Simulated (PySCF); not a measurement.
**Basis-set dependence of MgSb at HF**

PySCF, UHF reference; quartet, unpaired electrons σ ↑, π ↑↑; De to Mg + Sb without counterpoise correction.

```json
{"basis": "cc-pVDZ/cc-pVDZ-PP", "relativity": "scalar-relativistic core potentials", "functions": "41", "Re (Å)": "2.919", "ωe (cm⁻¹)": "176", "De (eV)": "0.10", "μ (D)": "-1.82"}
{"basis": "def2-SVP", "relativity": "scalar-relativistic core potentials", "functions": "44", "Re (Å)": "2.910", "ωe (cm⁻¹)": "179", "De (eV)": "0.11", "μ (D)": "-1.84"}
{"basis": "def2-SVPD", "relativity": "scalar-relativistic core potentials", "functions": "53", "Re (Å)": "2.903", "ωe (cm⁻¹)": "185", "De (eV)": "0.13", "μ (D)": "-1.83"}
```

**Question.** How does each smaller set differ from the one with most functions, def2-SVPD?

**Answer.** cc-pVDZ/cc-pVDZ-PP: +1.6 pm, -4.9 % in ωe, -0.03 eV in De; def2-SVP: +0.7 pm, -3.2 % in ωe, -0.02 eV in De. All at HF; the set with most functions is neither the basis-set limit nor always the best.

A positive dipole means Mg(−)Sb(+). Spin–orbit coupling is left out, which matters for elements this heavy, above all for dissociation energies. Hartree–Fock leaves out correlation, which carries a large part of most bond energies and some tenths to 1 eV of ionisation energies. The state was picked by a PBE0 search and need not be the measured ground state.
